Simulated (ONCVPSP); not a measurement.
**Mn (Z = 25): one change to an ONCV potential, before and after**

Mn (Z = 25), optimised norm-conserving Vanderbilt (ONCV), made with ONCVPSP 4.0.1 (PBE, scalar-relativistic). Core [Ne], reference 3s2 3p6 3d5 (charge +2). Waves: 3s: rc 1.10 bohr, ncon 3, nbas 7, qcut 9.3 1/bohr, 2 projectors, debl 1.8 Ha; 3p: rc 1.40 bohr, ncon 5, nbas 8, qcut 11.2 1/bohr, 3 projectors, debl 1.7 Ha; 3d: rc 1.70 bohr, ncon 5, nbas 9, qcut 11.1 1/bohr, 3 projectors, debl 3.8 Ha. Local part: polynomial inside 0.85 bohr (lpopt 5, dvloc0 -1 Ha). Core correction: none.

In the s channel the program set the typed energies aside and used -3.811, 0.250 Ha. In the p channel the program set the typed energies aside and used -2.662, 0.250, 1.950 Ha.

All-electron outer shells of the reference configuration (PBE, scalar-relativistic, ld1.x):

| shell | level (eV) | outermost node (bohr) | outermost maximum (bohr) |
| --- | --- | --- | --- |
| 3s | -103.70 | 0.34 | 0.74 |
| 3p | -72.43 | 0.31 | 0.75 |
| 3d | -24.32 | – | 0.76 |

Change: p: qcut 15.3.

Cutoffs: the cutoffs (Ha) at which the residual kinetic energy of the hardest occupied pseudo-wave falls to 1 and 0.1 mHa per electron; they do not see the model core or the augmentation charge, which bear on the density cutoff. Errors are all-electron minus pseudo energies relative to the spin-unpolarised reference configuration.

Problem. How do hardness, ghosts and transferability respond?

Solution. The potential gets neither clearly harder nor softer (43 Ha and 49 Ha → 43 Ha and 57 Ha); the d channel sets the loose cutoff, while the largest relative change is in p, which becomes harder; the errors of the 4 common tests hardly move; neither file shows a bound ghost.

```csv
quantity,base,changed
"cutoff, loose",43 Ha,43 Ha
"cutoff, tight",49 Ha,57 Ha
loose cutoff by channel,"s 35 Ha, p 29 Ha, d 43 Ha","s 35 Ha, p 38 Ha, d 43 Ha"
bound ghosts,none,none
GHOST(+) flags under 300 eV,none,none
"error for 3s2 3p6 3d5 4s2, meV [ΔE -24.02 eV]",+6.9,+7.0
"error for 3s2 3p6 3d5 4s1, meV [ΔE -15.60 eV]",+2.7,+2.7
"error for 3s2 3p6 3d4, meV [ΔE 32.52 eV]",+51,+51
"error for 3s1 3p6 3d5 4s2, meV [ΔE 69.49 eV]",-118,-119
s: phases at 1.12 bohr within 0.05 rad from the reference energy up to (Ha; the scan ends near 5),to the end of the scan,to the end of the scan
p: phases at 1.42 bohr within 0.05 rad from the reference energy up to (Ha; the scan ends near 5),to the end of the scan,to the end of the scan
d: phases at 1.73 bohr within 0.05 rad from the reference energy up to (Ha; the scan ends near 5),to the end of the scan,to the end of the scan
```
